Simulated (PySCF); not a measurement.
Al(Me)(OH)(nBu), SMILES CCC[CH2][Al]([CH3])[OH] (C5H13AlO), singlet, GFN2-xTB optimised geometry.

```
20

Al    -2.06     0.13     0.00
C     -3.17    -1.52     0.01
H     -2.59    -2.45    -0.02
H     -3.85    -1.54    -0.85
H     -3.80    -1.57     0.90
O     -2.81     1.60     0.00
H     -3.23     2.45     0.00
C     -0.04     0.13     0.00
C      0.58    -1.27     0.03
C      2.11    -1.26    -0.05
C      2.77    -0.68     1.19
H      0.33     0.67    -0.88
H      0.32     0.71     0.86
H      0.27    -1.78     0.94
H      0.19    -1.85    -0.81
H      2.46    -2.28    -0.19
H      2.42    -0.68    -0.93
H      2.46    -1.22     2.08
H      2.51     0.37     1.32
H      3.85    -0.75     1.11
```

Density from B3LYP/def2-SVP (PySCF) at that geometry.

Minimum of the electron density along straight lines between bonded atoms, close to the bond critical point (lines longer than 1.1 times the sum of covalent radii, or with two minima, are not listed):

```tsv
bond	length / Å	ρ at the minimum / e bohr⁻³	∇²ρ there / e bohr⁻⁵	position (fraction from the first atom)
Al1–C2	1.999	0.078	0.30	0.40
C2–H3	1.091	0.268	-0.94	0.62
C2–H4	1.094	0.265	-0.91	0.62
C2–H5	1.094	0.265	-0.91	0.62
Al1–O6	1.646	?	1.05	0.44
O6–H7	0.946	?	?	0.82
Al1–C8	2.013	0.078	0.29	0.39
C8–C9	1.532	0.239	-0.53	0.50
C9–C10	1.532	0.244	-0.56	0.50
C10–C11	1.525	0.245	-0.57	0.50
C8–H12	1.099	0.265	-0.89	0.62
C8–H13	1.097	0.266	-0.90	0.62
C9–H14	1.093	0.275	-0.99	0.62
C9–H15	1.094	0.276	-0.99	0.62
C10–H16	1.094	0.276	-0.99	0.62
C10–H17	1.093	0.276	-0.99	0.62
C11–H18	1.088	0.276	-1.00	0.62
C11–H19	1.087	0.278	-1.02	0.62
C11–H20	1.088	0.276	-1.01	0.62
```

Task: Fill in the missing entries.

Result: 
- Al1–O6, ρ at the minimum / e bohr⁻³: 0.102
- O6–H7, ρ at the minimum / e bohr⁻³: 0.362
- O6–H7, ∇²ρ there / e bohr⁻⁵: -2.52
